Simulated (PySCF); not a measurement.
Correlation energy of N⁺ (nitrogen, charge +1)

[He] 2s2 2p2, high-spin 3P determinant. Calculation: PySCF 2.14, in x2c-TZVPall (5s3p2d1f, 31 functions); the spin-free X2C one-electron Hamiltonian (Gaussian nucleus). Frozen: 1s2; 4 electrons correlated.

MP2 pair energies summed by pair of shells (mhartree):

```tsv
pair	energy	share (%)
2s-2p	-43.08	61.2
2s-2s	-19.99	28.4
2p-2p	-7.37	10.5
```

Total MP2 correlation energy: -70.43 mhartree.

Same-spin part -12.54 and opposite-spin part -57.89 mhartree; SCS-MP2 scales them by 1/3 and 6/5 to -73.65 mhartree.

```tsv
level	correlation energy (mhartree)
CCSD	-91.64
(T)	-1.57
CCSD(T)	-93.21
```

Diagnostics: T1 = 0.0063, D1 = 0.0123, largest double amplitude 0.119.

Cost of the coupled-cluster step: 0.45 s of wall time on 1 thread of Neoverse-N1 (shared host), for 4 correlated electrons.
